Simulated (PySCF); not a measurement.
C₂H₇AlClN. Atoms are numbered in the order given.

```xyz
12

Al    -0.2531     0.1121     0.0000
Cl     0.6628     2.0261     0.0000
C     -2.1893    -0.0669     0.0000
H     -2.5179    -1.1186     0.0000
H     -2.6263     0.4251     0.8853
H     -2.6263     0.4251    -0.8853
N      0.8709    -1.2592     0.0000
C      0.5824    -2.6824     0.0000
H      1.8708    -1.0708     0.0000
H      0.9867    -3.2001    -0.8907
H      0.9867    -3.2001     0.8907
H     -0.5064    -2.8518     0.0000
```
Charge 0, spin multiplicity 1.

The structure is a stationary point at B3LYP-D3(BJ)/def2-SVP. The structure was generated by enumeration; whether it is a known compound was not checked. Other conformers were not sampled.

These are PySCF with B3LYP-D3(BJ)/def2-SVP values and carry that method's errors.

Frequencies are harmonic and unscaled.

```
mode  ν (cm⁻¹)  IR (km/mol)  Raman (Å⁴/amu)  depolarisation    moving atoms (share of kinetic energy)
----  --------  -----------  --------------  --------------  ----------------------------------------
1           60          0.1             0.1            0.75                                    H 99 %
2          111          0.1             0.1            0.75   H 31 %, N 30 %, C 20 %, Al 11 %, Cl 9 %
3          120          2.0             1.3            0.73          C 45 %, H 24 %, Cl 15 %, Al 14 %
4          156          5.6             1.6            0.72          C 35 %, H 23 %, Cl 22 %, Al 13 %
5          158          0.0             0.3            0.75                                    H 89 %
6          206         14.3             0.3            0.75                   Al 49 %, H 26 %, N 19 %
7          289          3.7             2.9            0.28           N 30 %, C 26 %, Cl 22 %, H 19 %
8          473         38.8            12.7            0.09  Cl 33 %, C 23 %, Al 19 %, N 13 %, H 12 %
9          559        118.7             1.7            0.75                            H 86 %, N 13 %
10         634         23.2             8.4            0.16           C 29 %, H 29 %, Al 27 %, N 10 %
11         663         19.7             0.9            0.75                            H 77 %, C 18 %
12         711        117.3             1.2            0.20                   H 55 %, Al 21 %, C 21 %
13         777        108.5             5.8            0.30           Al 48 %, N 21 %, C 16 %, H 15 %
14        1078         22.8             1.5            0.71                            H 86 %, C 10 %
15        1138          0.1             0.9            0.75                            H 75 %, C 19 %
16        1151        117.8             8.0            0.42                    N 46 %, C 35 %, H 17 %
17        1222         24.5             1.2            0.16                            H 79 %, C 21 %
18        1386         50.7             3.7            0.09                    H 67 %, N 22 %, C 11 %
19        1428          1.7             8.1            0.75                                    H 95 %
20        1428          1.4             9.2            0.75                                    H 95 %
21        1454         21.0            13.3            0.64                            H 86 %, C 14 %
22        1466          1.5            19.9            0.75                                    H 97 %
23        1497          3.5            33.4            0.66                                    H 96 %
24        2981        106.4           211.9            0.06                                    H 97 %
25        3024          2.6           133.3            0.01                                    H 97 %
26        3031         45.6           163.7            0.75                            H 90 %, C 10 %
27        3091         27.1            53.0            0.73                             H 91 %, C 9 %
28        3108          4.0            89.8            0.75                             H 91 %, C 9 %
29        3120          8.0            86.3            0.75                             H 91 %, C 9 %
30        3567         14.5           108.2            0.24                                    H 93 %
```
